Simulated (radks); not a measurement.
Task: Ni2+, 26 electrons, occupied as [Ar] 3d8. Method: scalar-relativistic Kohn-Sham, exchange-only B88, spin-unpolarised, spherical densities, finite nucleus; Fermi nuclear charge, rms radius 3.7757 fm; computed with a radial shooting solver on a logarithmic mesh with Libxc functionals. Some entries of the table are withheld. Estimate them.

| orbital | occ. | eigenvalue (hartree) | r(max) (bohr) | <1/r> (bohr^-1) |
|---|---|---|---|---|
| 1s | 2 | -302.5765 | (1) | 28.09 |
| 2s | 2 | -36.76160 | 0.2045 | (2) |
| 2p | 6 | -31.73125 | 0.1647 | 5.958 |
| 3s | 2 | -4.75741 | (3) | (4) |
| 3p | 6 | -3.30333 | 0.6469 | 1.769 |
| 3d | 8 | -1.00253 | (5) | (6) |

Result: 
(1) 1s r(max) (bohr): 0.03540
(2) 2s <1/r> (bohr^-1): 6.070
(3) 3s r(max) (bohr): 0.6394
(4) 3s <1/r> (bohr^-1): 1.917
(5) 3d r(max) (bohr): 0.6293
(6) 3d <1/r> (bohr^-1): 1.382
